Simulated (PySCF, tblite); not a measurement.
Compound: C3H9F3OSi2.
Numbering: `[F:1][CH:2]([F:3])[O:4][C@@H:5]([SiH3:6])[C@@H:7]([F:8])[SiH3:9]` (hydrogens: H10 on C2; H11 on C5; H12, H13, H14 on Si6; H15 on C7; H16, H17, H18 on Si9)

Cartesian coordinates in Å at the GFN2-xTB level; atoms count from 1:
```xyz
18
C3H9F3OSi2 angstrom
F      2.8881   -1.9383    1.2222
C      2.0487   -0.8931    1.2753
F      2.8211    0.1798    1.6286
O      1.5069   -0.7168    0.0598
C      0.3712    0.1785   -0.0098
Si     0.6078    0.8582   -1.7845
C     -0.9210   -0.5546    0.2710
F     -0.9550   -0.9194    1.6280
Si    -2.5438    0.4315   -0.0344
H      1.3354   -1.0539    2.1013
H      0.5002    0.9685    0.7375
H     -0.3850    1.9137   -2.0113
H      1.9683    1.3794   -1.8502
H      0.4082   -0.2606   -2.7018
H     -0.9145   -1.5073   -0.2695
H     -2.3773    1.7629    0.5457
H     -2.7718    0.4855   -1.4775
H     -3.5962   -0.3078    0.6578
```

Theory: PBE0/pcSseg-1 in PySCF (dipole) on a GFN2-xTB geometry, gas phase.

Masses are those of the commonest isotopes; rigid-rotor values at the optimised geometry. The values belong to one conformer with, in the numbering `[F:1][CH:2]([F:3])[O:4][C@@H:5]([SiH3:6])[C@@H:7]([F:8])[SiH3:9]`, F1–C2–O4–C5 167°, C2–O4–C5–Si6 149°, O4–C5–C7–F8 70°.

Q: Give the principal moments of inertia and the rotational constants in cm⁻¹.

A: Ia = 322.07, Ib = 743.75, Ic = 952.00 u·Å²; 505379 MHz·u·Å²/I gives 1569, 679.5 and 530.9 MHz, that is A = 0.05234, B = 0.02267, C = 0.01771 cm⁻¹.

Q: Classify the top.

A: An asymmetric top; Ray's κ = -0.714.

Q: What does the inertial defect say?

A: Not planar: Δ = Ic − Ia − Ib = -113.82 u·Å². For a rigid frame Δ = −2 Σ m c², so Σ m c² = 56.91 u·Å² lies off the ab plane: 9.83 from hydrogen and 47.08 from heavier atoms. The atom farthest from that plane is 1.61 Å away.

Q: Give the other two planar moments, Paa and Pbb, and the rms extents of the mass along the axes.

A: Paa = Σ m a² = (Ib + Ic − Ia)/2 = 686.84 and Pbb = Σ m b² = (Ia + Ic − Ib)/2 = 265.16 u·Å². With the mass M = 174.01 u, the rms extents √(P/M) along a, b and c are 1.99, 1.23, 0.57 Å.

Q: List the rotational levels J(Ka,Kc) to J = 3 (K).

A: Above 0(0,0), as E/k:
J = 1: 1(0,1) 0.058, 1(1,1) 0.101, 1(1,0) 0.108
J = 2: 2(0,2) 0.173, 2(1,2) 0.210, 2(1,1) 0.231, 2(2,1) 0.359, 2(2,0) 0.360
J = 3: 3(0,3) 0.344, 3(1,3) 0.373, 3(1,2) 0.416, 3(2,2) 0.534, 3(2,1) 0.538, 3(3,1) 0.765, 3(3,0) 0.765
Those of J = 1 are B + C, A + C and A + B.

Q: Which types of transition are allowed, and where do some lines up to J = 3 fall?

A: The dipole components are |μa| = 3.53 D, |μb| = 0.73 D, |μc| = 0.14 D. The squared components, which scale the intensities, stand as 1.00 : 0.04 : 0.00 (a : b : c). Some lines, for components of 0.1 D or more:

| type | branch | J(Ka,Kc) | MHz | lower level (cm⁻¹) |
| --- | --- | --- | --- | --- |
| c | Q | 3(1,3) ← 3(0,3) | 592 | 0.239 |
| c | Q | 1(1,1) ← 1(0,1) | 890 | 0.040 |
| b | Q | 2(1,1) ← 2(0,2) | 1204 | 0.121 |
| a | R | 1(0,1) ← 0(0,0) | 1210 | 0.000 |
| b | Q | 3(1,2) ← 3(0,3) | 1483 | 0.239 |
| b | R | 1(1,1) ← 0(0,0) | 2100 | 0.000 |
| a | R | 2(0,2) ← 1(0,1) | 2404 | 0.040 |
| b | Q | 3(2,1) ← 3(1,2) | 2542 | 0.289 |
| b | R | 3(0,3) ← 2(1,2) | 2806 | 0.146 |
| b | Q | 2(2,1) ← 2(1,2) | 3115 | 0.146 |
| b | R | 2(1,2) ← 1(0,1) | 3162 | 0.040 |
| b | Q | 3(2,2) ← 3(1,3) | 3348 | 0.259 |
| a | R | 3(2,1) ← 2(2,0) | 3698 | 0.250 |
| a | R | 3(1,2) ← 2(1,1) | 3843 | 0.161 |
| c | R | 3(3,0) ← 2(2,0) | 8445 | 0.250 |

Its GFN2-xTB frequencies are all real (lowest 34 cm⁻¹). No vibrational averaging or centrifugal distortion is included, and the geometry carries the error of its method. A rigid rotor knows nothing of internal rotation, which can split or shift real lines.
